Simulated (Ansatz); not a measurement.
The lowest singlet and triplet of NP (SMILES N#P); geometries from B3LYP-D3(BJ)/def2-TZVP, each state relaxed from the structure named, with no frequency check.
Singlet (charge 0, multiplicity 1):
```xyz
2

N      0.0000     0.0000    -1.0110
P      0.0000     0.0000     0.4718
```

A positive gap puts the triplet lower; no zero-point energy. R- takes a restricted singlet. U- takes an unrestricted singlet (broken symmetry where lower, unprojected). The triplet is unrestricted in single-reference levels.

Cores are frozen in the correlated methods.

The values were computed with Ansatz (a quantum-chemistry and plane-wave program). Values without a source in brackets are computed.

One of these levels gives -94.19 kcal/mol for the gap E(singlet) − E(triplet), vertical, at the singlet's geometry. Which?
A) R-SVWN5/def2-TZVPP
B) U-MP2/cc-pV(D+d)Z (spin-contaminated)
C) R-HF/cc-pV(T+d)Z

A, R-SVWN5/def2-TZVPP. The others give -52.48 (R-HF/cc-pV(T+d)Z), -82.63 (U-MP2/cc-pV(D+d)Z (spin-contaminated))

Doubts at one or more of the structures used: a restricted determinant that unrestricted orbitals would lower (R-HF/cc-pV(T+d)Z); a spin-contaminated determinant (R-HF/cc-pV(T+d)Z).
